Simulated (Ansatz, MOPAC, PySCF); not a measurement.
Pair of molecules: SiH4 (SMILES [SiH4]) (first 5 atoms) with HI (SMILES I); geometry from B3LYP-D3(BJ)/def2-TZVP, rigid monomers moved along the line of their centres of mass till Si1···I6 is 5.75 Å.
(charge 0, multiplicity 1):
```xyz
7

Si    -0.471     0.125     0.013
H      1.005     0.107    -0.074
H     -0.928    -0.972     0.897
H     -1.047    -0.071    -1.339
H     -0.927     1.421     0.558
I      1.542     0.506     5.380
H      0.618    -0.819     5.369
```

Counterpoise-corrected where a basis set is named; no monomer relaxation. Rows marked so take none.

Cores are frozen in the correlated methods. Filled d and f shells under p-block atoms count as core. Rows in 3-21G carry no dispersion term and start afresh at each structure; the Pople sets are all-electron and without relativity. The state that PM7 reach isn't checked; PM7 holds dispersion and hydrogen-bond terms.

Run with Ansatz (a first-principles code); MOPAC for PM7 (differences of heats of formation); PySCF for 3-21G rows, the dispersion terms.  In def2 rows elements past Kr take small-core potentials, without spin–orbit coupling.

| level | interaction energy (meV) |
|---|---|
| PM7 | -7.4 |
| PBE-D3(BJ)/def2-TZVPPD | -13.7 |
| r2SCAN/def2-TZVPPD | -4.2 |
| B3LYP/3-21G (no counterpoise) | -2.7 |
| B3LYP/def2-TZVPPD | [?] |
| PBE0-D4/def2-TZVPPD | -9.3 |
| wB97X-V/def2-TZVPPD | -9.6 |
| MP2/def2-SVPD | -9.5 |
| SCS-MP2/def2-SVPD | -7.7 |

Complete the blanks.


- B3LYP/def2-TZVPPD, interaction energy (meV): 2.0
